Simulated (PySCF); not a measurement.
A geometry optimisation on 1-chloro-3-pentanone (`C(CC(CC)=O)Cl`).

Computed with PBE0-D3(BJ)/def2-SVP geometry optimisation, gas phase (PySCF 2.14.0). Start geometry: GFN2-xTB. A driver script takes a list of jobs; this job's settings line and coordinates (Å) are shown.

Input:
```
{"job": {"xc": "PBE0", "basis": "def2-SVP", "d3": "d3bj", "grid": 2, "kind": "geom"}, "charge": 0, "multiplicity": 1}
C     -2.576289     0.065409    -0.328595
C     -1.269223    -0.456062     0.254467
C     -0.062413     0.211328    -0.368910
O     -0.139646     1.051891    -1.225878
C      1.271217    -0.271497     0.181435
C      2.429980     0.443370    -0.492408
Cl     3.985188    -0.138928     0.156341
H     -2.605323    -0.113724    -1.400264
H     -2.658085     1.136773    -0.164441
H     -3.425956    -0.428717     0.135359
H     -1.183099    -1.533814     0.096544
H     -1.235984    -0.284155     1.332953
H      1.350411    -1.349294     0.023511
H      1.293823    -0.096203     1.259206
H      2.433457     0.255300    -1.565507
H      2.384344     1.517266    -0.314744
```

Problem. Give the output.

Solution. 
```
step   0  E = -730.57954819  max force = 0.014460
step   1  E = -730.58102468  max force = 0.002784
step   2  E = -730.58105018  max force = 0.001663
step   3  E = -730.58105693  max force = 0.001110
step   4  E = -730.58106793  max force = 0.000126
optimisation converged
```

Energies in Eh; «max force» is the largest Cartesian gradient component in Eh/bohr.

Problem. How much energy does the optimisation release, in kcal/mol?

Solution. E(step 0) − E(last step) = 0.001520 Eh, which is 1.0 kcal/mol.

Problem. Give the first gradient maximum in eV/Å.

Solution. With 1 Eh/bohr = 51.422 eV/Å, 0.744 eV/Å.

In short: final energy -730.58107 Eh after 4 steps; dipole 2.53 D.

Problem. Where do the atoms end?

Solution. 0.020 Å rms from the input after alignment:
```
atom  x, y, z in Å
C1    -2.1809    0.0200   -0.2869
C2    -0.8816   -0.4997    0.2933
C3     0.3478    0.1451   -0.3067
O4     0.2752    0.9937   -1.1647
C5     1.6877   -0.3253    0.2214
C6     2.8452    0.3805   -0.4460
Cl7    4.4059   -0.2022    0.2009
H8    -2.2230   -0.1523   -1.3719
H9    -2.2748    1.1041   -0.1305
H10   -3.0461   -0.4744    0.1774
H11   -0.7836   -1.5921    0.1582
H12   -0.8354   -0.3492    1.3871
H13    1.7663   -1.4170    0.0803
H14    1.7175   -0.1709    1.3137
H15    2.8467    0.2067   -1.5295
H16    2.7991    1.4646   -0.2821
```

Problem. How long does this job take on Arm Neoverse V1, one thread, shared host with 32 logical CPUs at a one-minute load of 16? And the peak memory of the process?

Solution. About 46 s, with 0.72 GiB resident at the peak, the Python interpreter and its libraries included.
Labels such as C1 count atoms from 1, the log's own numbers from 0.
